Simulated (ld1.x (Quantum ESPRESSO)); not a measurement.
What the settings do to the TM potential of Kr (Z = 36)

Base potential:

```json
{"Element": "krypton (Kr)", "Generator": "ld1.x (Quantum ESPRESSO) 7.5", "Type": "norm-conserving Troullier–Martins (Kleinman–Bylander form)", "Functional": "revPBE", "Relativity": "scalar-relativistic", "Frozen core": "[Ar] 3d10", "Valence charge": "8", "Reference configuration": "4s2 4p6", "Partial waves": "4s (bound): rc 1.00 bohr; 4p (bound): rc 1.40 bohr; 4d channel at 0.05 Ry: rc 1.30 bohr", "Local potential": "all-electron potential smoothed inside 1.40 bohr (lloc = -1)", "Core correction": "Bessel-smoothed model core inside 0.65 bohr"}
```

Cutoffs, loose and tight: the cutoffs (Ry, on a coarse ladder) from which the occupation-weighted sum of valence levels, in a spherical-Bessel basis at the reference potential, stays within 10 and 1 mRy of its value at 400 Ry. They do not see the model core or the augmentation charge, which bear on the density cutoff. Test errors are all-electron minus pseudo excitation energies from the reference, over the configurations 4s2 4p5; 4s2 4p4; 4s2 4p3; 4s2 4p5.5; 4s1 4p6; 4s2 4p2. A dash means not determined; rows that change the core or the reference have their own tests.

A true bound ghost makes a file unfit for plane-wave use even where its test errors are small: the radial tests pick states by their node count and pass the ghost by.

Cutoffs are not given where the Bessel-basis levels miss the radial ones by over 6 mRy, ghosts where they miss by over 20 mRy; a channel whose overlap is not positive is not tested.

| change | outcome | cutoff, loose | cutoff, tight | bound ghosts | largest test error (meV) |
| --- | --- | --- | --- | --- | --- |
| base | generated | 120 Ry | over 300 Ry | d | +99 |
| wave 4p (bound): rc 1.40 bohr becomes 4p (bound): rc 0.88 bohr | generated | – | – | not determined | +27 |
| wave 4p (bound): rc 1.40 bohr becomes 4p (bound): rc 1.02 bohr | generated | 260 Ry | over 300 Ry | d | +145 |
| wave 4p (bound): rc 1.40 bohr becomes 4p (bound): rc 1.18 bohr | generated | 140 Ry | over 300 Ry | d | +119 |
| wave 4p (bound): rc 1.40 bohr becomes 4p (bound): rc 1.36 bohr | generated | 120 Ry | over 300 Ry | d | +100 |
| wave 4p (bound): rc 1.40 bohr becomes 4p (bound): rc 1.48 bohr | generated | 120 Ry | over 300 Ry | d | +99 |
| wave 4p (bound): rc 1.40 bohr becomes 4p (bound): rc 1.62 bohr | generated | 120 Ry | over 300 Ry | d | +98 |

(1) What comes out with this change to the base: wave 4p (bound): rc 1.40 bohr becomes 4p (bound): rc 1.96 bohr?

(2) What comes out with this change to the base: wave 4p (bound): rc 1.40 bohr becomes 4p (bound): rc 2.12 bohr?

(3) What comes out with this change to the base: wave 4p (bound): rc 1.40 bohr becomes 4p (bound): rc 1.80 bohr?

Results:

(1) outcome: generated; cutoff, loose: 120 Ry; cutoff, tight: over 300 Ry; bound ghosts: d; largest test error (meV): +69.

(2) outcome: generated; cutoff, loose: 120 Ry; cutoff, tight: over 300 Ry; bound ghosts: d; largest test error (meV): +39.

(3) outcome: generated; cutoff, loose: 120 Ry; cutoff, tight: over 300 Ry; bound ghosts: d; largest test error (meV): +87.

Reading the sweep of the p radius (base included, trends over the rows without a ghost): Bound ghosts are found at 1.02, 1.18, 1.36, 1.4, 1.48, 1.62, 1.8, 1.96, 2.12 bohr. Every judged row has one, so this setting neither creates nor removes them.
